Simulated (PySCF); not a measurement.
Level of theory: PySCF with PBE-D3(BJ)/def2-TZVP // B3LYP-D3(BJ)/def2-TZVP. All species are isolated molecules in the gas phase. One relaxed conformer stands for a flexible species; it need not be the lowest. Excitations are Tamm–Dancoff values on a coarser integration grid. The basis has no diffuse functions, so Rydberg states are missing or too high.

Reference species (SMILES): `NS` (neutral, multiplicity 1).

```yaml
S1–T1 gap (TDA): 0.67 eV
S1 oscillator strength: 0.001
```

Changed species: `S[SeH]` (H–S–Se–H torsion 90°) (X = selanyl; the reference has X = amino).

Task: What does the change do to the S1–T1 gap (TDA) and S1 oscillator strength?

Result: the S1–T1 gap (TDA) stays essentially unchanged; the S1 oscillator strength hardly moves.
